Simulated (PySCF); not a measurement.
Q: Give a PBE0-D3(BJ)/def2-SVP geometry of `CCC(NC=O)=C(C)C`.

A: 
```
atom  x, y, z in Å
C1     1.6156    0.2460    1.8409
C2     1.1946    0.8164    0.4900
C3    -0.0975    0.2427   -0.0212
N4    -1.2534    0.5681    0.7269
C5    -1.5219    1.6828    1.4658
O6    -0.8189    2.6522    1.6214
C7    -0.2229   -0.6030   -1.0699
C8    -1.5629   -1.1004   -1.5395
C9     0.9396   -1.1604   -1.8345
H10    2.5720    0.6828    2.1660
H11    0.8724    0.4733    2.6195
H12    1.7399   -0.8475    1.7946
H13    1.9820    0.6460   -0.2550
H14    1.0749    1.9052    0.5850
H15   -2.0104   -0.1019    0.6914
H16   -2.5267    1.5950    1.9487
H17   -1.5560   -1.2404   -2.6318
H18   -2.3835   -0.4047   -1.3105
H19   -1.8151   -2.0857   -1.1054
H20    0.8797   -2.2623   -1.8640
H21    1.9157   -0.8963   -1.4108
H22    0.9209   -0.8222   -2.8853
```

Any rigid rotation of these coordinates is as good. Atoms count from 1 in this order. Of the pairs four or more bonds apart, H13···H21 is among the closest relative to their van der Waals radii: 1.93 Å, 80 % of the sum of Bondi's values. N4 (amide nitrogen) is planar (angles 129.4°, 116.1° and 114.4°, sum 360.0°, 0.01 Å off the plane of its three neighbours). The 5 C–C bonds span 1.353 Å (C3=C7, drawn double) to 1.526 Å (C1–C2, drawn single), a spread of 0.173 Å. The 2 C–N bonds span 1.364 Å (N4–C5, drawn single) to 1.415 Å (C3–N4, drawn single), a spread of 0.051 Å.

Bonds between heavy atoms (Å): C1–C2 1.526, C2–C3 1.503, C3–N4 1.415, N4–C5 1.364, C5=O6 1.208, C3=C7 1.353, C7–C8 1.504, C7–C9 1.499.

Theory: PySCF, PBE0-D3(BJ)/def2-SVP geometry optimisation, gas phase.

Point group: C1 (no symmetry element, even within 0.4 Å). No frequency check. The numbers are those of one conformer (C1–C2–C3–N4 67°, C2–C3–N4–C5 30°, C3–N4–C5–O6 1°).
